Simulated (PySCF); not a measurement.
Geometry (Å), atoms numbered from 1 in this order:
```xyz
18

Si    2.6313    0.2722    0.1677
C     0.9886    0.0548    1.1098
C    -0.1561   -0.4193    0.2420
C    -0.6781    0.5203   -0.8632
N    -2.1011    0.1628   -0.4858
C    -1.5875   -0.4179    0.8154
H     3.0394   -1.0474   -0.3952
H     3.6618    0.8118    1.0933
H     2.3874    1.2272   -0.9584
H     0.7318    1.0142    1.5931
H     1.1598   -0.6688    1.9244
H     0.0708   -1.4098   -0.1865
H    -0.4469    0.3111   -1.9152
H    -0.5129    1.5850   -0.6481
H    -2.5052   -0.5499   -1.1035
H    -2.7782    0.9317   -0.4241
H    -1.7385    0.3199    1.6152
H    -2.0694   -1.3672    1.0814
```

Total charge +1.

Geometry: PBE0-D3(BJ)/def2-SVP; GIAO shifts from PySCF, gas phase, non-relativistic, averaged over equivalent atoms.

At wB97X-D/pcSseg-1 (169 basis functions, 23 s wall time on 1 thread of an x86-64 server CPU, shared host):
```json
{"atoms": "Si1", "δ (ppm)": "-68.5"}
{"atoms": "C4/C6", "δ (ppm)": "61.8"}
{"atoms": "C3", "δ (ppm)": "34.5"}
{"atoms": "C2", "δ (ppm)": "14.0"}
{"atoms": "N5", "δ (ppm)": "51.0"}
{"atoms": "H15", "δ (ppm)": "4.42"}
{"atoms": "H13/H18", "δ (ppm)": "4.35"}
{"atoms": "H16", "δ (ppm)": "4.21"}
{"atoms": "H14/H17", "δ (ppm)": "4.16"}
{"atoms": "H7/H8/H9", "δ (ppm)": "4.04"}
{"atoms": "H12", "δ (ppm)": "3.32"}
{"atoms": "H10/H11", "δ (ppm)": "1.12"}
```

δ = σ(ref) − σ, references computed at the same level: TMS for ²⁹Si (σref 352.93) and ¹³C (σref 184.54) and ¹H (σref 31.38); NH3 for ¹⁵N (σref 263.98).

Q: Predict the values at PBE0/pcSseg-1 on the same geometry.

A: 
| atoms | δ at PBE0/pcSseg-1 | change |
| --- | --- | --- |
| Si1 | -70.1 | -1.6 |
| C4/C6 | 61.9 | +0.1 |
| C3 | 35.1 | +0.6 |
| C2 | 14.9 | +0.9 |
| N5 | 53.7 | +2.7 |
| H15 | 4.46 | +0.04 |
| H13/H18 | 4.39 | +0.04 |
| H16 | 4.25 | +0.04 |
| H14/H17 | 4.19 | +0.03 |
| H7/H8/H9 | 4.06 | +0.02 |
| H12 | 3.40 | +0.08 |
| H10/H11 | 1.19 | +0.07 |

Referencing at the same level of theory: TMS for ²⁹Si (σ = 351.99 ppm), ¹³C (σ = 184.41 ppm), ¹H (σ = 31.27 ppm); ¹⁵N (σ = 265.67 ppm) vs NH3.

The largest change is at N5 (ammonium nitrogen). Cost: 169 basis functions, 19 s wall time on 1 thread of an x86-64 server CPU, shared host. The order of the carbon signals is the same at both levels.

Experimental scales use liquid or dissolved standards, which lie at an offset from isolated NH3 (liquid NH3: subtract about 20 ppm).
